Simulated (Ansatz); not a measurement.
Born–Oppenheimer molecular dynamics of CH3Cl2FGe (8 atoms, charge 0, multiplicity 1). It goes on from the last frame of an earlier run, with new velocities.

Level of theory: Ansatz 0.2.0, RHF/def2-SVP.

```
ensemble        : NVT, Langevin thermostat
time step       : 0.5 fs
steps asked     : 150
set temperature : 2000 K
friction        : 0.05 /fs
seed            : 609595
```

First frame:

```xyz
8
Properties=species:S:1:pos:R:3
Ge 0.012 -0.047 0.032
C 0.103 -0.002 1.956
H -0.864 0.182 2.444
H 0.494 -0.957 2.345
H 0.795 0.775 2.286
Cl 2.002 0.140 -0.724
F -0.876 1.230 -0.596
Cl -0.924 -1.795 -0.763
```

Task: How far do the bonds stretch over the last three quarters of this one trajectory? (Pairs bonded in most of those frames.)

Result: 
```
   bond  mean (Å)  spread (Å)  shortest  longest
 Ge1–C2     1.889       0.057      1.81     2.02
Ge1–Cl6     2.132       0.075      2.05     2.27
 Ge1–F7     1.724       0.048      1.64     1.80
Ge1–Cl8     2.191       0.096      2.07     2.33
  C2–H3     1.120       0.100      0.91     1.29
  C2–H4     1.122       0.074      0.98     1.27
  C2–H5     1.119       0.071      0.99     1.28
```

Mean temperature of the second half: 2323 K. The mean temperature of the second half is 16 % above the set value. A run of 0.075 ps of so small a system gives no equilibrium averages.

Run time: 4.2 min on 1 thread of AMD EPYC 9R45 96-Core Processor (Zen 5), with other jobs on the host, peak memory 0.28 GiB.
